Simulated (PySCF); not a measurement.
## ZnSe⁻: one state, many levels of theory

State: ²Σ⁺ (doublet), unpaired electrons σ ↑. Set-up: basis Zn def2-TZVPPD, Se def2-TZVPPD; no relativity; PySCF 2.14. De refers to Zn + Se⁻ in their high-spin ground configurations, without counterpoise correction. The functionals are run spin-unrestricted. A positive dipole points towards Se; it is taken about the centre of mass and depends on that origin.

| Level | Re (Å) | ωe (cm⁻¹) | De (eV) | μ (D) |
| --- | --- | --- | --- | --- |
| UHF | 2.289 | 285 | n/a | -2.80 |
| UHF-MP2 | 2.237 | 302 | 1.65 | n/a |
| UHF-SCS-MP2 | 2.257 | 293 | 1.41 | n/a |
| PBE | 2.284 | 269 | 1.58 | -1.39 |
| PBEsol | 2.252 | 285 | 1.84 | -1.31 |
| TPSS | 2.271 | 276 | 1.62 | -1.49 |
| r²SCAN | 2.249 | 291 | 1.75 | -1.57 |
| M06-L | 2.305 | 243 | 1.38 | -1.10 |
| B3LYP | 2.301 | 258 | 1.25 | -1.76 |
| PBE0 | 2.266 | 282 | 1.56 | -1.74 |
| BHandHLYP | 2.284 | 270 | 1.21 | -2.12 |
| ωB97X-V | 2.253 | 289 | 1.44 | -2.02 |

The bond length runs from 2.237 Å (UHF-MP2) to 2.305 Å (M06-L). De spans 1.21 eV (BHandHLYP, global hybrid GGA) to 1.84 eV (PBEsol, GGA).

Correlated steps freeze 14 core orbitals. Spin–orbit coupling is left out. For an ion De counts to the pair picked by the measured ionisation energies or electron affinities, which need not be the lowest pair at this level. The highest Kohn–Sham level is positive in this anion. Much of that is self-interaction error, but it also means that the finite basis helps to hold the extra electron. The state was picked by a PBE0 search and need not be the measured ground state.

The whole job (state search and all levels along the bond) took about 9.8 min on 2 threads of Intel Xeon Platinum 8259CL @ 2.50GHz (shared host), peak memory 7.4 GiB.
